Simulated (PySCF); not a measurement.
C7H10.
SMILES with atom numbers: `[CH2:1]=[CH:2][C@H:3]([CH3:4])[C:5]#[C:6][CH3:7]` (hydrogens: H8, H9 on C1; H10 on C2; H11 on C3; H12, H13, H14 on C4; H15, H16, H17 on C7)

Method: PySCF 2.14.0, LC-wPBE/6-31G* geometry optimisation, gas phase; density fitting, grid level 1; the optimiser is geomeTRIC in internal coordinates, started from a GFN2-xTB structure.

Geometry at step 0:
```
atom  x, y, z in Å
C1     -2.1308    1.8508    0.2100
C2     -1.5003    0.7268    0.4900
C3     -0.5985    0.0003   -0.4692
C4     -1.1423   -1.4058   -0.7547
C5      0.7366   -0.0861    0.1067
C6      1.8211   -0.1711    0.6094
C7      3.1410   -0.2683    1.1960
H8     -2.0323    2.3342   -0.7490
H9     -2.7718    2.3399    0.9242
H10    -1.6071    0.2590    1.4602
H11    -0.5394    0.5608   -1.4102
H12    -2.1336   -1.3376   -1.1977
H13    -0.4840   -1.9320   -1.4421
H14    -1.2094   -1.9795    0.1672
H15     3.3067    0.5644    1.8795
H16     3.2365   -1.2032    1.7483
H17     3.9006   -0.2405    0.4147
```

**Question.** What forces act on the atoms?

**Answer.** 
```
atom  Fx (eV/Å)  Fy (eV/Å)  Fz (eV/Å)
  C1     -0.121      0.111      0.020
  C2      0.106     -0.071     -0.195
  C3     -0.247     -0.186     -0.047
  C4      0.067      0.278     -0.092
  C5     -0.007      0.016     -0.082
  C6      0.014     -0.008     -0.056
  C7      0.064     -0.004      0.069
  H8      0.064      0.129     -0.318
  H9     -0.199      0.120      0.258
 H10     -0.043     -0.085      0.238
 H11     -0.068      0.015      0.022
 H12     -0.188     -0.024     -0.074
 H13      0.097     -0.139     -0.103
 H14     -0.015     -0.121      0.152
 H15      0.152      0.046      0.108
 H16      0.146     -0.071      0.096
 H17      0.176     -0.007      0.003
```

The largest, 0.35 eV/Å, acts on H8 (H9 within 3 % of it); the rms over all components is 0.127 eV/Å. The forces sum to zero within rounding, as they must for an isolated molecule in no field.

**Question.** Give the force on H8 in Eh/bohr and in nN.

**Answer.** 0.349 eV/Å ÷ 51.422 = 0.00678 Eh/bohr, and 0.349 eV/Å × 1.602 = 0.56 nN.

**Question.** How far is this geometry from the end of the optimisation?

**Answer.** 0.027 eV above it, and 0.050 Å rms away after alignment. The bonds farthest from their final lengths, with half the difference of the two atoms' forces along the bond (positive lengthens):

```tsv
bond	now (Å)	final (Å)	force along bond (eV/Å)
C3–C5	1.457	1.471	+0.10
C6–C7	1.448	1.461	+0.05
C1–H8	1.078	1.088	+0.16
C1–H9	1.077	1.086	+0.10
C2–H10	1.082	1.090	+0.20
C1=C2	1.319	1.325	+0.11
```

The angle farthest from its final value is C2–C3–C5, 109.0° against 110.4°.

Of the 3 listed bonds off by 0.010 Å or more, this force points towards the final length in 3.

The cost below is that of the whole optimisation. On one thread, Intel Xeon Platinum 8375C at 2.90 GHz (x86_64), no GPU, on a shared host, this took 59 s and 0.58 GiB of memory at its peak.
